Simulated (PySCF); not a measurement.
## Assigning NMR signals

Bonds (- single, = double, # triple, : aromatic): C1=C2, C2-O3, O3-C4, C4=C5, C5-C6, C6=C7, C6-Si8, Si8-C9, Si8-C4. C1 carries H10, H11; C2 carries H12; C5 carries H13; C7 carries H14, H15; Si8 carries H16; C9 carries H17, H18, H19. Stereochemistry as in C=COC1=CC(=C)[Si@H]1C. H14 is cis to C5; H11 is cis to O3; H15 is trans to C5; H10 is trans to O3.

- σ from GIAO-PBE0/pcSseg-1
- structure optimised with GFN2-xTB
- code: PySCF 2.14.0 with density-fitted response routines
- no solvent model, one averaged value for each set of equivalent atoms, one computed conformer, non-relativistic Hamiltonian

References, each an isolated molecule treated in the same way: $^{13}$C, $^{1}$H against TMS.

(1) Assign these signals to the numbered atoms. $^{13}$C{$^{1}$H} NMR (computed): δ 179.1 (C), 153.3 (CH), 152.3 (C), 132.2 (CH), 116.0 (CH2), 100.0 (CH2), -2.9 (CH3).

(2) Assign these signals to the numbered atoms. $^{1}$H NMR (600 MHz, computed): δ 7.09 (m, 1H), 6.56 (s, 1H), 5.58 (br s, 1H), 5.29 (m, 1H), 5.09 (br s, 1H), 4.98 (m, 1H), 4.68 (m, 1H), 0.49 (d, 3H).

Answers

(1) 
| δ (ppm) | atoms | environment | reason |
| --- | --- | --- | --- |
| 179.1 | C4 | alkene carbon bearing oxygen | an sp2 carbon further deshielded by the attached heteroatom |
| 153.3 | C2 | alkene carbon bearing oxygen | – |
| 152.3 | C6 | fully substituted alkene carbon | the olefinic region |
| 132.2 | C5 | β carbon of an enol-ether or enamine type C=C | – |
| 116.0 | C7 | terminal =CH2 carbon | the olefinic region |
| 100.0 | C1 | β carbon of an enol-ether or enamine type C=C | the O or N lone pair pushes π density onto this β carbon and shields it |
| -2.9 | C9 | methyl carbon bonded to Si | an electropositive neighbour leaves it electron-rich and shielded |

C2 and C6 lie closer than the usual error of such a calculation, so a measured spectrum could show them in the other order.

(2) 
```tsv
δ (ppm)	atoms	environment	reason
7.09	H12	hydrogen on an alkene carbon bearing oxygen	a vinylic proton, deshielded by the sp2 carbon and the C=C anisotropy
6.56	H13	hydrogen on a β carbon of an enol-ether or enamine type C=C	attached to an sp2 carbon and in the plane of the double bond
5.58	H14	hydrogen on a terminal =CH2 carbon	a vinylic proton, deshielded by the sp2 carbon and the C=C anisotropy
5.29	H16	hydrogen on a silicon bonded to 3 C, in a 4-membered ring	–
5.09	H15	hydrogen on a terminal =CH2 carbon	a vinylic proton, deshielded by the sp2 carbon and the C=C anisotropy
4.98	H11	hydrogen on a β carbon of an enol-ether or enamine type C=C	lone-pair donation from O or N shields it, upfield of ordinary alkene protons
4.68	H10	hydrogen on a β carbon of an enol-ether or enamine type C=C	–
0.49	H17/H18/H19	hydrogen on a methyl carbon bonded to Si	an electropositive neighbour shields it, as in TMS itself
```

H15 and H11 lie closer than the usual error of such a calculation, so a measured spectrum could show them in the other order.

Shifts are as computed. Against solution values, carbons near 30 ppm lie about +3 ppm off and those near 130 ppm about +5 ppm. Of 1309 compounds with measured shifts, 239 miss one by over three times the rms of a fit or turn the order of signals round; such compounds aren't used in these exercises. Multiplicities follow the n + 1 count of equivalent neighbours, as no J values were calculated; m marks all less simple cases, F and P coupling included.
